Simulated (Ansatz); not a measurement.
Reaction (ligand exchange at the Si–N bond): `CN([SiH2]O)[SiH](O)F` + `C[SiH](N)O` → `C[Si@H](O)N[Si@@H](O)F` + `CN[SiH2]O`

Computed with Ansatz on PBE0-D4/def2-TZVP structures; ΔE is electronic, products minus reactants. CBS: MP2 limit from def2 TZ/QZ plus the TZ coupled-cluster correction, frozen cores. Functionals use def2-TZVPP. Each species was taken in one conformer, which may not be the lowest.

```
                 species  ωB97M-V energy (Eh)
  `CN([SiH2]O)[SiH](O)F`           -927.19869
            `C[SiH](N)O`           -461.87541
`C[Si@H](O)N[Si@@H](O)F`           -927.23774
             `CN[SiH2]O`           -461.84115
```

(1) Work out ΔE.

Largest T1 diagnostic among the species: 0.011.

Results:

(1) ΔE = (-927.23774) + (-461.84115) − (-927.19869) − (-461.87541) = -0.00479 Eh = -12.6 kJ/mol. CCSD(T)/CBS gives -10.9 kJ/mol.

The D4 term adds +4.5 kJ/mol with B3LYP and +2.3 kJ/mol with PBE0; it sums over pairs of atoms, weighted by their polarisabilities, and B3LYP, whose exchange is more repulsive, gets the larger term. In def2-TZVPP, CCSD(T) changes the Hartree–Fock value by +7.5 kJ/mol (the triples alone add +1.2 kJ/mol) and MP2 by +8.1 kJ/mol.

B3LYP here is the variant with VWN-RPA as its local correlation; programs differ in this.
